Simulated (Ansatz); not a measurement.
CH6ClNOSi (`N[SiH](O)CCl`) at its PBE0-D4/def2-TZVP geometry, where that method's forces vanish. Charge 0, multiplicity 1.

```xyz
11

N    -1.3135    0.9939   -0.1384
Si    0.3455    0.6021   -0.0953
O     1.1367    0.7706    1.3376
C     0.4583   -1.1973   -0.6356
Cl   -0.4081   -2.1992    0.5799
H    -1.9967    0.3328    0.1960
H    -1.6279    1.9424   -0.0161
H     1.0790    1.4996   -1.0153
H     0.8542    0.1978    2.0537
H     1.4860   -1.5584   -0.6668
H    -0.0135   -1.3843   -1.5998
```

What forces (eV/Å) does ωB97M-V/def2-TZVPP give on these atoms in Ansatz 0.2.0? (An estimate is asked.)

Computed: 
```
N1  -0.053  0.002  0.023
Si2  0.116  0.054 -0.238
O3   0.008 -0.038  0.105
C4   0.113  0.060 -0.164
Cl5 -0.078 -0.058  0.112
H6  -0.001  0.020 -0.006
H7  -0.011 -0.022 -0.003
H8  -0.080 -0.101  0.102
H9   0.022  0.022 -0.002
H10 -0.089  0.038 -0.010
H11  0.053  0.024  0.080
```
